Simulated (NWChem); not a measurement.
System: CH3BeClO; SMILES C[O][Be][Cl]

NWChem input:

```
start job
memory heap 200 mb stack 900 mb global 1100 mb
geometry units angstroms noautoz
  Be     0.005535    -0.185261     0.002951
  Cl     0.003838    -2.008351     0.005853
  O      0.007882     1.195399     0.001120
  C     -0.013526     2.584015    -0.003482
  H      0.708610     2.983284     0.720232
  H      0.244526     2.970852    -0.997710
  H     -1.011185     2.955731     0.263366
end
basis spherical
  Be library def2-svp
  Cl library def2-svp
  O library def2-svp
  C library def2-svp
  H library def2-svp
end
dft
  xc xwpbe 0.80 cpbe96 1.0 hfexch 1.00
  cam 0.2 cam_alpha 0.2 cam_beta 0.8
  iterations 150
  mulliken
end
task dft energy
```

Coordinates come from a B3LYP/6-31G* (spherical d) optimisation.

Question: Predict the main results of this run. (LRC-wPBEh/def2-SVP.) Quantities: energy (Ha); highest occupied level (eV); orbital gap (eV); dipole (D).

Answer: 
```yaml
energy (Ha): -589.67
highest occupied level (eV): -10.32
orbital gap (eV): 11.96
dipole (D): 2.71
```
